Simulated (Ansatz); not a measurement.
AsH2(OMe) (CH5AsO) was relaxed with B3LYP-D4 (def2-TZVP) in Ansatz in these states: charge +1 doublet, neutral singlet. The geometries follow in no particular order.

A:

```xyz
8

As    1.169   -0.895    0.607
H     0.800   -2.363    0.806
H     1.676   -1.178   -0.821
O    -0.530   -0.431    0.169
C    -0.725    0.943   -0.128
H    -0.330    1.598    0.657
H    -1.800    1.105   -0.208
H    -0.259    1.220   -1.082
```

B:

Cartesian coordinates in Å:
```
As -0.7149 -0.0973 1.4793
H -2.2217 0.0196 1.5459
H -0.3601 -1.5739 1.3852
O -0.4402 0.5485 -0.1061
C 0.7373 0.3044 -0.9165
H 1.3998 1.1632 -0.8075
H 0.3669 0.2602 -1.9409
H 1.2329 -0.6246 -0.6394
```

Question: Judge from the bond lengths which geometry belongs to which state (an estimate).

Answer: A is the neutral singlet (As1–O4 1.815 Å, O4–C5 1.418 Å, As1–H3 1.542 Å); B is the charge +1 doublet (As1–O4 1.734 Å, O4–C5 1.450 Å, As1–H3 1.522 Å).
